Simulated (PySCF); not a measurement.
C4H11NSi.
Atom-mapped SMILES: `[CH3:1][C@@H:2]1[CH2:3][CH2:4][NH:5][SiH2:6]1` (hydrogens: H7, H8, H9 on C1; H10 on C2; H11, H12 on C3; H13, H14 on C4; H15 on N5; H16, H17 on Si6)

The geometry is computed with GFN2-xTB (gas phase).

Task: Give the optimised bond lengths and angles.

Result: 
| bond | length (Å) | order |
| --- | --- | --- |
| C1–C2 | 1.521 | single |
| C2–C3 | 1.531 | single |
| C3–C4 | 1.525 | single |
| C4–N5 | 1.450 | single |
| N5–Si6 | 1.715 | single |
| C2–Si6 | 1.907 | single |
| C1–H7, C1–H8, C1–H9 | 1.089 | single |
| C2–H10 | 1.095 | single |
| C3–H11 | 1.092 | single |
| C3–H12 | 1.092 | single |
| C4–H13 | 1.100 | single |
| C4–H14 | 1.095 | single |
| N5–H15 | 1.006 | single |
| Si6–H16 | 1.465 | single |
| Si6–H17 | 1.469 | single |

Bonds in one row agree within 0.01 Å and their mean is given. Orders are formal, as drawn. A selection of angles:
| angle | degrees |
| --- | --- |
| C2–C1–H7 | 111.0 |
| C2–C1–H9 | 110.5 |
| H7–C1–H8 | 108.1 |
| C1–C2–C3 | 112.2 |
| C1–C2–Si6 | 116.2 |
| C1–C2–H10 | 108.0 |
| C3–C2–Si6 | 102.7 |
| C3–C2–H10 | 108.3 |
| Si6–C2–H10 | 109.2 |
| C2–C3–C4 | 107.9 |
| C2–C3–H11 | 108.8 |
| C2–C3–H12 | 112.2 |
| C4–C3–H11 | 108.6 |
| C4–C3–H12 | 111.0 |
| H11–C3–H12 | 108.3 |
| C3–C4–N5 | 106.1 |
| C3–C4–H13 | 110.2 |
| C3–C4–H14 | 111.2 |
| N5–C4–H13 | 111.5 |
| N5–C4–H14 | 110.0 |
| H13–C4–H14 | 107.9 |
| C4–N5–Si6 | 114.5 |
| C4–N5–H15 | 114.8 |
| Si6–N5–H15 | 125.7 |
| N5–Si6–H16 | 109.8 |
| N5–Si6–H17 | 116.6 |
| C2–Si6–N5 | 92.3 |
| C2–Si6–H16 | 114.6 |
| C2–Si6–H17 | 111.8 |
| H16–Si6–H17 | 110.7 |

Torsions: C1–C2–C3–C4 -162° (antiperiplanar); C2–C3–C4–N5 43° (synclinal); C3–C4–N5–Si6 -29° (synperiplanar); C4–N5–Si6–C2 6° (synperiplanar); C1–C2–Si6–N5 141° (anticlinal).

Si6 (SiH2 silicon) has angles from 92.3° to 116.6°. The 5-membered ring C2–C3–C4–N5–Si6 has internal angles of 92.3° to 114.5° (sum 524°, against 540° for a flat polygon); it is puckered, 0.17 Å rms from its mean plane, widest ring torsion 43°. Of the pairs four or more bonds apart, H8···H11 is among the closest relative to their van der Waals radii: 2.47 Å, 103 % of the sum of Bondi's values. N5 (silicon-bound nitrogen) has angles 125.7°, 114.8° and 114.5°, sum 355.0°, 0.17 Å off the plane of its three neighbours.

Point group: C1 (no symmetry element, even within 0.4 Å). Whether it is a minimum is left open (no frequencies). One conformer, not necessarily the lowest.
